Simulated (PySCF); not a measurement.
# From a computed spectrum to the compound

A species of 3 atoms with charge -1 has these harmonic modes (PBE0, small Gaussian bases with core potentials, PySCF 2.14.0):

```tsv
cm⁻¹	km/mol	symmetry
122	26.7	a'
391	109.2	a'
596	140.4	a'
```

Task: Which species is it, and in which structure?

Result: [NdOF]− (singlet in the valence; each metal's 4f electrons, 4 of them, lie in its core potential, out of spins and levels):
```xyz
3

Nd    0.0525    0.0000   -0.2232
O     1.7880    0.0000    0.8525
F    -1.8978    0.0000    0.9498
```
Ideal gas at 298.15 K and 1 bar: S = 309.9 J/(mol K), Cp = 51.9 J/(mol K), H − H(0 K) = 13.0 kJ/mol (rigid rotor, harmonic modes, spin degeneracy alone, that of the 4f electrons in the core included). An lcecp potential fixes the number of 4f electrons, so in runs with it no electron can move into or out of that shell; real Nd(II) is rare or takes another configuration.
 This is one of several that fit.
